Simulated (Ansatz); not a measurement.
Basis-set extrapolation for `B/C=C\[SiH](N)F` (PBE0-D4/def2-TZVP geometry, frozen core, Ansatz 0.2.0). Multiplicity 1, RHF reference.

```csv
,def2-TZVPP,def2-QZVPP
HF,-547.511667,-547.533411
MP2 correlation,-0.998516,-1.074706
CCSD(T) correlation,-1.085568,not run
```

Energies in hartree. Use E(X) = E(∞) + A·exp(−7.88·√X) for Hartree–Fock and E(X) = E(∞) + B·X^(−2.97) for correlation, with X = 3 and 4, and add CCSD(T) minus MP2 of the smaller set to the MP2 limit.

Task: What is the CCSD(T) energy at the basis-set limit?

Result: HF limit: -547.533411 + (-0.021744) × 0.13774 = -547.53641. MP2 limit: -1.074706 + (-0.076190) × 0.74074 = -1.13114. Higher-order term: -1.085568 − (-0.998516) = -0.08705. Total: -548.75460 hartree, 4.28 eV below CCSD(T)/def2-TZVPP.
